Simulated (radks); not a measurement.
Results of a calculation; reference values are marked as such.
Effect of the nuclear size on neutral rhenium, [Xe] 4f14 5d5 6s2. Code: a radial shooting solver on a logarithmic mesh with Libxc functionals. Model: Dirac Kohn-Sham, relativistic LDA (MacDonald-Vosko exchange, VWN5 correlation), spin-unpolarised, spherical densities, finite nucleus; open shells are shared between the two j in proportion to 2j + 1; Fermi nuclear charge, rms radius 5.3698 fm. The rms radius is varied about that value; shifts are against it.

rms radius (fm)  total energy shift (eV)  density at nucleus (e/bohr^3)  1s1/2 shift (meV)  2s1/2 shift (meV)  5p1/2 shift (meV)  6s1/2 shift (meV)  5d5/2 shift (meV)  6p1/2 (empty) shift (meV)
4.4838                             -19.6                      1.625e+06              -7880              -1120              0.603             -0.745              0.655                      0.241
5.0154                             -8.12                      1.562e+06              -3260               -464              0.250             -0.308              0.271                      0.100
5.3698                                 0                      1.524e+06              0.000              0.000              0.000              0.000              0.000                      0.000
5.7511                              9.13                      1.487e+06               3670                522             -0.280              0.347             -0.305                     -0.112
6.3847                              25.2                      1.433e+06              10100               1440             -0.772              0.956             -0.841                     -0.309

Slopes of the eigenvalues against <r^2> in GHz/fm^2, as finite differences over the two radii next to the reference (eigenvalue slopes, not the field-shift constants of lines): 1s1/2 212000, 2s1/2 30100, 5p1/2 -16.2, 6s1/2 20.0, 5d5/2 -17.6, 6p1/2 (empty) -6.47.
